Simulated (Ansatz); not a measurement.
Input file:

```yaml
crystal:
  periodic: [false, false, false]
  atoms:
    - { symbol: "N", position_ang: [0.113888, 0.147291, 2.00752] }
    - { symbol: Si, position_ang: [0.475554, -0.51229, 0.451586] }
    - { symbol: C, position_ang: [-0.790844, -1.077165, -0.709693] }
    - { symbol: C, position_ang: [-0.191012, 0.067422, -1.166025] }
    - { symbol: S, position_ang: [-0.441204, 1.076982, -2.564039] }
    - { symbol: H, position_ang: [0.865084, 0.464833, 2.623069] }
    - { symbol: H, position_ang: [-0.765382, 0.634061, 2.19056] }
    - { symbol: H, position_ang: [1.855012, -1.087097, 0.5574] }
    - { symbol: H, position_ang: [-1.602354, -1.727162, -1.076416] }
    - { symbol: H, position_ang: [0.564357, 1.961925, -2.310964] }
basis:
  gaussian: { orbitals: def2-SVP }
hamiltonian:
  xc: pbe
  dispersion: d4
neb:
  order_check: false
  images: 5
  f_tol: 0.03
  max_iterations: 60
  final_atoms:
    - { symbol: "N", position_ang: [0.11390906, 0.15096758, 2.00493567] }
    - { symbol: Si, position_ang: [0.47505523, -0.51304488, 0.45100943] }
    - { symbol: C, position_ang: [-0.79188169, -1.07728744, -0.71031406] }
    - { symbol: C, position_ang: [-0.19054177, 0.06651344, -1.16726403] }
    - { symbol: S, position_ang: [-0.44107224, 1.07749381, -2.56502275] }
    - { symbol: H, position_ang: [-0.76299142, 0.64054723, 2.19143525] }
    - { symbol: H, position_ang: [0.86597333, 0.45287332, 2.62681421] }
    - { symbol: H, position_ang: [1.8550232, -1.08697688, 0.56267398] }
    - { symbol: H, position_ang: [-1.60546136, -1.72404856, -1.0780216] }
    - { symbol: H, position_ang: [0.56508666, 1.96176238, -2.31324812] }
  initial_path:
    images:
      - { positions_ang: [[0.113888, 0.147291, 2.00752], [0.475554, -0.51229, 0.451586], [-0.790844, -1.077165, -0.709693], [-0.191012, 0.067422, -1.166025], [-0.441204, 1.076982, -2.564039], [0.865084, 0.464833, 2.623069], [-0.765382, 0.634061, 2.19056], [1.855012, -1.087097, 0.5574], [-1.602354, -1.727162, -1.076416], [0.564357, 1.961925, -2.310964]] }
      - { positions_ang: [[0.09750352, 0.18389521, 1.94032402], [0.54833125, -0.41229081, 0.41176471], [-0.74433783, -1.06209894, -0.66872068], [-0.17098098, 0.07433145, -1.14775209], [-0.4696156, 1.0583034, -2.51704648], [0.58193057, 0.15636515, 2.57577035], [-0.57641889, 0.85267485, 2.06083334], [1.83276935, -1.12799821, 0.54022804], [-1.50878179, -1.75467431, -0.93186606], [0.4926994, 1.98029222, -2.26053714]] }
      - { positions_ang: [[0.08111904, 0.22049942, 1.87312805], [0.62110849, -0.31229162, 0.37194341], [-0.69783165, -1.04703289, -0.62774835], [-0.15094996, 0.0812409, -1.12947918], [-0.4980272, 1.0396248, -2.47005396], [0.29877714, -0.1521027, 2.52847169], [-0.38745578, 1.07128869, 1.93110668], [1.8105267, -1.16889942, 0.52305609], [-1.41520958, -1.78218663, -0.78731612], [0.4210418, 1.99865945, -2.21011029]] }
      - { positions_ang: [[0.06473456, 0.25710362, 1.80593207], [0.69388574, -0.21229243, 0.33212212], [-0.65132548, -1.03196683, -0.58677603], [-0.13091894, 0.08815035, -1.11120628], [-0.5264388, 1.0209462, -2.42306145], [0.01562371, -0.46057054, 2.48117304], [-0.19849267, 1.28990254, 1.80138002], [1.78828405, -1.20980063, 0.50588413], [-1.32163737, -1.80969894, -0.64276618], [0.34938419, 2.01702667, -2.15968343]] }
      - { positions_ang: [[0.08112606, 0.22172494, 1.87226661], [0.62094224, -0.31254325, 0.37175122], [-0.69817755, -1.0470737, -0.62795537], [-0.15079322, 0.08093804, -1.12989219], [-0.49798328, 1.0397954, -2.47038188], [-0.24391466, -0.09353129, 2.38459378], [0.15632933, 1.0108928, 2.07652475], [1.81053043, -1.16885938, 0.52481408], [-1.41624537, -1.78114881, -0.78785132], [0.42128502, 1.99860524, -2.21087166]] }
      - { positions_ang: [[0.09751756, 0.18634626, 1.93860114], [0.54799874, -0.41279407, 0.41138033], [-0.74502962, -1.06218057, -0.66913471], [-0.1706675, 0.07372574, -1.14857811], [-0.46952776, 1.05864461, -2.51770231], [-0.50345304, 0.27350797, 2.28801451], [0.51115133, 0.73188306, 2.35166948], [1.83277681, -1.12791813, 0.54374403], [-1.51085336, -1.75259869, -0.93293646], [0.49318584, 1.98018381, -2.26205989]] }
      - { positions_ang: [[0.11390906, 0.15096758, 2.00493567], [0.47505523, -0.51304488, 0.45100943], [-0.79188169, -1.07728744, -0.71031406], [-0.19054177, 0.06651344, -1.16726403], [-0.44107224, 1.07749381, -2.56502275], [-0.76299142, 0.64054723, 2.19143525], [0.86597333, 0.45287332, 2.62681421], [1.8550232, -1.08697688, 0.56267398], [-1.60546136, -1.72404856, -1.0780216], [0.56508666, 1.96176238, -2.31324812]] }
```

Command:

```bash
$ ansatz run input.yaml --threads 2 --pin off --max-ram 3072MiB --backend cpu --events-out ev --progress --plain --runs-dir out
```

Hardware: 2 threads of Arm Neoverse V1 (shared host).

Roughly how long does this run take, and how much memory?

100 s, with a peak of 0.14 GiB, for 11 band iterations.
